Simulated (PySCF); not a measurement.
Lowest singlet excitation (eV) of eight silicon and germanium compounds: TDDFT-PBE beside TDDFT-PBE0, computed with PySCF for isolated molecules in the bases named; differences from unrounded values. The eight are the first of their class met in an unordered collection, after screening for sound electronic states; none was chosen by its value. Each molecule has one DFT geometry for both levels.

```tsv
molecule	basis	TDDFT-PBE0	TDDFT-PBE	difference
F2H2OSeSi, SMILES O[Si](F)(F)[SeH]	def2-SVPD	5.68	5.38	-0.30
CH5ClF2Si2, SMILES F[Si@]([SiH3])(CF)Cl	def2-SVPD	6.49	?	?
C3H7NOSi, SMILES O[SiH2]NCC#C	def2-SVPD	6.33	5.49	-0.84
Cl2H5NSi2, SMILES N[SiH2][SiH](Cl)Cl	def2-SVPD	5.31	?	?
Ge(OMe)(SiH3) (CH6GeOSi), SMILES C[O][Ge][SiH3] (connectivity only; charge and spin as stated), neutral, multiplicity 1	def2-SVPD	2.39	2.33	-0.06
CH5ClFNSi2, SMILES F[Si@H]1[Si@H](Cl)NC1	def2-SVPD	5.42	4.70	-0.72
CH4ClFOSi2, SMILES F[Si@H]1OC[Si@@H]1Cl	def2-SVPD	5.59	5.12	-0.48
Si(Cl)(F)2(SeH) (ClF2HSeSi), SMILES F[Si](F)(Cl)[SeH]	def2-SVPD	5.45	?	?
```

Q: Fill in the missing entries. (Estimate from the structure and the level; the computed values follow.)

A: 
- CH5ClF2Si2, SMILES F[Si@]([SiH3])(CF)Cl, TDDFT-PBE: 5.87
- CH5ClF2Si2, SMILES F[Si@]([SiH3])(CF)Cl, difference: -0.63
- Si(Cl)(F)2(SeH) (ClF2HSeSi), SMILES F[Si](F)(Cl)[SeH], TDDFT-PBE: 5.16
- Si(Cl)(F)2(SeH) (ClF2HSeSi), SMILES F[Si](F)(Cl)[SeH], difference: -0.29
- Cl2H5NSi2, SMILES N[SiH2][SiH](Cl)Cl, TDDFT-PBE: 4.66
- Cl2H5NSi2, SMILES N[SiH2][SiH](Cl)Cl, difference: -0.66

TDDFT-PBE lies below TDDFT-PBE0 in 8 and above it in 0 of the eight; the mean signed difference is -0.50 and the largest -0.84 eV.
